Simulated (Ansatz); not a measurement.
Consider the redistribution: `FB1O[SiH2]1` + `C[CH](C)[Mg][NH2]` → `NB1O[SiH2]1` + `C[CH](C)[Mg][F]`.

Computed with Ansatz on PBE0-D4/def2-TZVP structures; ΔE is electronic, products minus reactants. CCSD(T)/CBS adds triple-zeta CCSD(T) − MP2 to the extrapolated MP2 energy (def2 sets, frozen cores). DFT in def2-TZVPP. For Mg outer-core shells are correlated without core-valence functions, which leaves a few kJ/mol of doubt a bond. Each species was taken in one conformer, which may not be the lowest.

Q: Is it downhill or uphill in electronic energy at CCSD(T)/CBS, and by how much? (An estimate is asked.)

A: Computed: Downhill: ΔE = -105.1 kJ/mol.

Q: What do these levels give: r2SCAN-D4, RPA@PBE/def2-TZVPP, MP2/def2-SVP, CCSD/def2-SVP, CCSD(T)/def2-SVP, HF/def2-QZVPP? (An estimate is asked.)

A: Computed: r2SCAN-D4 -108.4, RPA@PBE/def2-TZVPP -96.1, MP2/def2-SVP -116.9, CCSD/def2-SVP -114.9, CCSD(T)/def2-SVP -113.4, HF/def2-QZVPP -105.6 kJ/mol.

Largest T1 diagnostic among the species: 0.015.

At CCSD(T), def2-SVP lies −8.3 kJ/mol from the extrapolated value and def2-TZVPP +3.6 kJ/mol. Leaving LDA and LC-ωPBE aside and taking each functional with its dispersion term where it has one, the values, not all of them listed here, spread over 5.8 kJ/mol, from revPBE-D4 to B97M-V.
